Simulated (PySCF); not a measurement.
ZrBr: one state, many levels of theory

State: quartet, unpaired electrons σ ↑, π ↑, δ ↑, a mixture of terms (⟨Lz²⟩ = 4.9). Set-up: Zr x2c-TZVPPall, Br x2c-TZVPPall; spin-free X2C with a Gaussian nucleus (PySCF 2.14). De refers to Zr (4d2 5s2) + Br in their high-spin ground configurations, without counterpoise correction. The functionals are run spin-unrestricted. A positive dipole means Zr(−)Br(+).

| Level | Re (Å) | ωe (cm⁻¹) | De (eV) | μ (D) | CPU s a point (SCF and correlation, without the integrals) |
| --- | --- | --- | --- | --- | --- |
| UHF | 2.618 | 239 | n/a | -3.95 | 5.9 |
| UHF-MP2 | 2.509 | 267 | n/a | n/a | 9.2 |
| UHF-SCS-MP2 | 2.536 | 259 | n/a | n/a | n/a |
| PBE | 2.509 | 262 | n/a | -3.02 | 1.6 |
| PW91 | 2.508 | 263 | n/a | -3.03 | 1.7 |
| r²SCAN | 2.517 | 263 | n/a | -3.38 | 3 |
| PBE0 | 2.513 | 264 | n/a | -3.51 | 3.5 |
| M06 | 2.510 | 270 | n/a | -3.87 | 7.6 |
| BHandHLYP | 2.549 | 255 | n/a | -3.93 | 3.1 |
| M06-2X | 2.549 | 250 | n/a | -3.73 | 4.2 |
| LC-ωPBE | 2.521 | 264 | n/a | -3.82 | 7.7 |

(1) What does a quarter of exact exchange do here, going from PBE to PBE0?

(2) What does the step from GGA to meta-GGA do here, going from PBE to r²SCAN?

(3) What does second-order correlation do here, going from UHF to UHF-MP2?

Correlated steps freeze 23 core orbitals. De is left out where the level can put another filling of the metal’s s and d shells below the measured ground configuration, by anything from nothing to about 1 eV. These are scalar-relativistic numbers at best; spin–orbit coupling would shift them, the dissociation energy most. With d or f electrons several states lie close, and the lowest PBE0 determinant need not be the measured ground state.

The whole job (state search and all levels along the bond) took about 6.7 min on 2 threads of AMD EPYC 9R45 96-Core (shared host), peak memory 7.8 GiB.

Answers

(1) PBE0 less PBE: +0.4 pm in Re, +0.8 % in ωe. Exact exchange removes part of the self-interaction that spreads semilocal densities, and in most molecules shortens and stiffens the bond and lowers De; here Re goes the other way.

(2) r²SCAN less PBE: +0.8 pm in Re, +0.4 % in ωe. 

(3) UHF-MP2 less UHF: -10.9 pm in Re, +11.7 % in ωe. Correlation nearly always deepens the well. The bond shortens, as in weak, metallic or heavy-atom bonds, where dispersion and the correlation of outer-core electrons pull the atoms together.
